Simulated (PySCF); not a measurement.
PySCF input for Mg(NH2)(GeH3) (GeH5MgN), SMILES [NH2][Mg][GeH3], PBE0/pcSseg-1. Geometry optimised at PBE0-D3(BJ)/def2-SVP. The values are those of a single conformer.

```python
import numpy as np
from pyscf import gto, scf, dft
from pyscf.prop.nmr import rks as nmr

mol = gto.M(
    atom='''
    Mg   -0.21511562    1.06748958   -0.74328940
    N    -0.51679006    2.59994916   -1.81141755
    H    -0.88521443    3.49460319   -1.49989510
    H    -0.34018991    2.68970549   -2.80838367
    Ge    0.20325425   -1.01978337    0.71039586
    H     1.16229311   -2.04352907    0.05351911
    H     0.83935085   -0.69658847    2.08508198
    H    -1.08145768   -1.82064264    1.03640581
    ''',
    basis='pcSseg-1',
    charge=0,
    spin=0,
    max_memory=1600,
    verbose=3,
)
mf = dft.RKS(mol, xc='pbe0')
mf.grids.level = 3
mf.conv_tol = 1e-10
mf.max_cycle = 100
mf.kernel()
n = nmr.NMR(mf)
n.verbose = 2
n.max_cycle_cphf = 60
sigma = n.kernel()
print('atom   isotropic/ppm   span/ppm')
for i, s in enumerate(sigma):
    w = np.linalg.eigvalsh((s + s.T) / 2)
    print(f'{mol.atom_symbol(i):2s}{i + 1:3d} {w.mean():14.3f} {w[2] - w[0]:11.3f}')
```

Program output:

```
converged SCF energy = -2334.17827808815
atom   isotropic/ppm   span/ppm
Mg  1        448.351     344.195
N   2        279.490      56.886
H   3         32.284      18.829
H   4         32.283      18.837
Ge  5       1802.129     100.415
H   6         28.356      17.193
H   7         28.351      17.308
H   8         28.345      17.455
```

Self-consistency was reached.
